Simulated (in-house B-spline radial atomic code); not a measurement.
A run on Mo that did not converge. Method: scalar-relativistic (X2C) PW91, spin-polarised, spherical fractional occupations, Fermi nucleus of rms radius 4.4091 fm; computed with an all-electron radial atomic-structure program (B-spline basis).

Command:
```bash
python run_scf.py task.json out
```
Settings (nuclear radius in fm, mass in u):
```
Z                42
configuration    [Kr] 4d5 5s0.875 5f0.125
hamiltonian      x2c
method           pw91,pw91
spin_polarised   True
nucleus          fermi
rms_radius       4.4091
atomic_mass      97.9054
speed_of_light   137.035999084
```

First and last ten iterations of the last attempt (damped for 15 steps, keeping 80 % of the old Fock matrix, then DIIS):
```
 iter        energy (Eh)    residual
    1       -4043.069822    4.19e-01
    2       -4045.205220    2.72e-01
    3       -4046.957814    1.78e-01
    4       -4047.866967    1.23e-01
    5       -4048.322555    7.81e-02
    6       -4048.537900    5.19e-02
    7       -4048.634448    3.45e-02
    8       -4048.679655    2.21e-02
    9       -4048.699043    1.50e-02
   10       -4048.707607    1.03e-02
  111       -4048.715517    1.12e-05
  112       -4048.715519    1.12e-05
  113       -4048.715591    1.25e-05
  114       -4048.715494    1.96e-05
  115       -4048.715597    1.62e-05
  116       -4048.715595    1.60e-05
  117       -4048.715604    1.46e-05
  118       -4048.715553    1.06e-05
  119       -4048.715550    1.03e-05
  120       -4048.715504    1.45e-05
 not converged after 120 iterations
```

The smallest residual met was 4.7e-06; the threshold is about 4e-07. No energy from this run should be used. Time taken, with all properties: 5 s on 1 thread of Arm Neoverse V2, with other jobs on the host.
